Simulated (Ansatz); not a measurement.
`[CH3][Ge]([CH3])([OH])[OH]` → CH₃OH + `[CH3][Ge][OH]` at 500 K and 1 bar (germylene formation by 1,1-elimination).

Gas-phase electronic energies from Ansatz, PBE0-D4/def2-TZVP geometries. CBS: MP2 limit from def2 TZ/QZ plus the TZ coupled-cluster correction, frozen cores. This one scheme is used for every species. For Ge outer-core shells are correlated without core-valence functions, which leaves a few kJ/mol of doubt a bond. Scalar relativity is left out up to krypton. Each species was taken in one conformer, which may not be the lowest.

```tsv
species	CCSD(T)/CBS energy (Eh)	H − E (kJ/mol)	S (J/(mol·K))
`[CH3][Ge]([CH3])([OH])[OH]`	-2307.46666	323.0	456.9
CH₃OH	-115.61712	157.0	265.4
`[CH3][Ge][OH]`	-2191.75471	161.1	346.9
```

H − E and S are ideal-gas, rigid-rotor, harmonic terms from PBE0-D4/def2-TZVP, for one conformer and one mirror image of each species. 1 Eh = 2625.50 kJ/mol, R = 8.31446 J/(mol·K).

Question: By hand: ΔE, ΔH, ΔS and ΔG.

Answer: ΔE = (-115.61712) + (-2191.75471) − (-2307.46666) = 0.09483 Eh = 249.0 kJ/mol. Δ(H − E) = 157.0 + 161.1 − 323.0 = -4.9, so ΔH = 244.1 kJ/mol. ΔS = 265.4 + 346.9 − 456.9 = 155.4 J/(mol·K). ΔG = 244.1 − 500 × (155.4)/1000 = 166.4 kJ/mol.

Question: By hand: the equilibrium constant, and the temperature at which ΔG would vanish if ΔH and ΔS stayed fixed.

Answer: log₁₀ K = −ΔG/(RT ln 10) = -17.4. ΔG = 0 at ΔH/ΔS = 1571 K.

The number of gas molecules changes by +1, which sets the sign of ΔS. A doubt of 5 kJ/mol in ΔE shifts log₁₀ K by 0.5 here. Other conformers and mirror images would add mixing entropy, several J/(mol·K) or more a flexible species. These are equilibria of isolated gas molecules and say nothing of rates. Largest T1 diagnostic: 0.014 (customary marks: 0.02 for closed shells, 0.045 for open ones).
